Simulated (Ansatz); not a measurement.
Consider the formal loss of a carbene: `C[BH][GaH][CH3]` → `[BH2][GaH][CH3]` + `[CH2]` (triplet).

Calculated with Ansatz (gas phase, PBE0-D4/def2-TZVP geometries, no zero-point term in ΔE). CCSD(T)/CBS is the MP2 limit (def2-TZVPP, def2-QZVPP) plus CCSD(T) − MP2 in def2-TZVPP, frozen cores. This one scheme is used for every species. DFT in def2-TZVPP. B3LYP here is the variant with VWN-RPA as its local correlation; programs differ in this. Triplets are unrestricted, without spin–orbit coupling. For Ga outer-core shells are correlated without core-valence functions, which leaves a few kJ/mol of doubt a bond. Scalar relativity is left out up to krypton. One conformer a species, not always the lowest.

**Question.** Is it downhill or uphill in electronic energy at CCSD(T)/CBS, and by how much? (Best estimate.)

**Answer.** The calculation gave: Uphill: ΔE = +4.99 eV.

**Question.** What do these levels give: PBE0-D4, ωB97M-V, PBE0, B3LYP, SCS-MP2/def2-QZVPP, HF/CBS(def2)? (Best estimate.)

**Answer.** The calculation gave: PBE0-D4 5.01, ωB97M-V 5.03, PBE0 4.96, B3LYP 4.84, SCS-MP2/def2-QZVPP 5.07, HF/CBS(def2) 3.40 eV.

Largest T1 diagnostic among the species: 0.013.

The D4 term adds +0.09 eV with B3LYP and +0.05 eV with PBE0; it sums over pairs of atoms, weighted by their polarisabilities, and B3LYP, whose exchange is more repulsive, gets the larger term. From PBE to PBE0 (25 % exact exchange), in def2-TZVPP and without D4, ΔE moves by −0.10 eV. In def2-TZVPP, CCSD(T) changes the Hartree–Fock value by +1.46 eV (the triples alone add +0.12 eV) and MP2 by +1.61 eV.
